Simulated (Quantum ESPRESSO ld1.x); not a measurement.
Results of a calculation; reference values are marked as such.
Question: The mean radii <r> (bohr) of the occupied orbitals of an atom or ion are listed with their occupations. Code: ld1.x of Quantum ESPRESSO 7.5. Model: scalar-relativistic Kohn-Sham, Slater X-alpha with alpha = 1, spin-unpolarised, spherical densities, point nucleus.

| orbital | occ. | <r> |
|---|---|---|
| 1s | 2 | 0.06070 |
| 2s | 2 | 0.2770 |
| 2p | 6 | 0.2440 |
| 3s | 2 | 0.8391 |
| 3p | 6 | 0.8825 |
| 3d | 5 | 1.056 |

Name the element and its charge.

Answer: Z = 25, manganese, charge +2: Mn2+ in [Ar] 3d5. The 1s radius gives Z: for a bare nucleus <r> = (2 gamma + 1)/(2Z) with gamma = sqrt(1 - (Z/c)^2), 0.05933 bohr for Z = 25, and screening makes it slightly larger (0.06070 here). The occupations add up to 23, and the charge is Z minus that.
